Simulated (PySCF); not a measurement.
A structure optimised at PBE-D3(BJ)/def2-SVP, used in a PySCF frequency run:

```
C
C 1 1.3564
H 1 1.1084 2 116.83
H 2 1.1099 1 117.95 3 0.00
Si 2 1.8672 4 115.57 1 180.00
F 5 1.6487 2 108.03 4 180.00
H 5 1.5023 6 108.20 2 -120.74
H 5 1.5023 7 109.48 6 117.71
Si 1 1.9002 3 114.40 2 180.00
H 9 1.5023 1 111.86 3 118.15
H 9 1.5023 10 109.83 1 -124.83
H 9 1.5051 10 108.29 11 -118.08
```
Charge 0, spin multiplicity 1.

Write its SMILES, formula and point group.

F[SiH2]/C=C\[SiH3], C₂H₇FSi₂, Cs

What are its rotational constants (standard atomic weights)?

4.9111, 1.9901, 1.4662 GHz
